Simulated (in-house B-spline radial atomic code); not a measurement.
## Ionising the argon ion Ar⁸⁺ with different functionals

Computed with a B-spline radial code for spherical atoms: non-relativistic Hamiltonian, point nucleus, spin-polarised at highest spin, spherical fractional occupations for the functionals, and exact exchange of hybrids averaged over the configuration. The ionisation energy is the difference of two self-consistent energies, [He] 2s2 2p6 → [He] 2s2 2p5, without Breit or QED terms; ε is the level of the shell that loses the electron (its least bound occupied spin orbital).

```
   method                    rung  ΔSCF (eV)  -ε(2p) (eV)
     PBE0           global hybrid     422.93       402.73
    B3LYP           global hybrid     423.21       401.45
    TPSSh           global hybrid     423.46       398.71
   M06-2X           global hybrid     421.99       410.55
BHandHLYP           global hybrid     422.96       410.51
  r2SCAN0           global hybrid     424.71       404.97
    B97-1           global hybrid     423.07       401.62
    HSE06  range-separated hybrid     422.87       402.21
    wB97X  range-separated hybrid     422.84       403.57
CAM-B3LYP  range-separated hybrid     423.11       403.35
  LC-wPBE  range-separated hybrid     422.89       400.94
```

Problem. Among the functionals, which spreads more, the ΔSCF values or the orbital energies?

Solution. The orbital energies: ΔSCF values span about 2.72 eV and the orbital energies 11.84 eV; here energy differences depend much less on the functional than eigenvalues do.

Problem. How do they compare with the NIST value?

Solution. NIST lists 422.60 eV ± 0.06 (semi-empirical, ground level to ground level). Errors run from -0.61 to +2.11 eV; wB97X is closest (+0.24 eV), though others lie within the uncertainty of it, and part of that can be cancellation, since the calculations leave out relativity, Breit-QED terms, multiplet and fine-structure energies.
